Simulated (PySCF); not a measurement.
Isomers of CH5BSi. All species are isolated molecules in the gas phase. One relaxed conformer stands for each flexible species; it need not be the lowest. Strings in code marks are SMILES.

Method: B3LYP-D3(BJ)/def2-TZVP run with PySCF 2.14.0. All candidates: neutral, multiplicity 1. B3LYP has the VWN-RPA correlation part, as in Gaussian. 

| Property | Result |
|---|---|
| HOMO | -6.53 eV |
| LUMO | -2.13 eV |
| dipole moment | 0.41 D |

Task: Name which member has these values.
A) `[H]/B=C\[SiH3]`
B) `B=[SiH]C`
C) `C=B[SiH3]`
D) `CB=[SiH2]`

Result: C, `C=B[SiH3]`. The others give `[H]/B=C\[SiH3]`: -6.81 eV, -1.64 eV, 1.00 D; `B=[SiH]C`: -5.29 eV, -2.76 eV, 1.16 D; `CB=[SiH2]`: -5.44 eV, -2.34 eV, 2.51 D
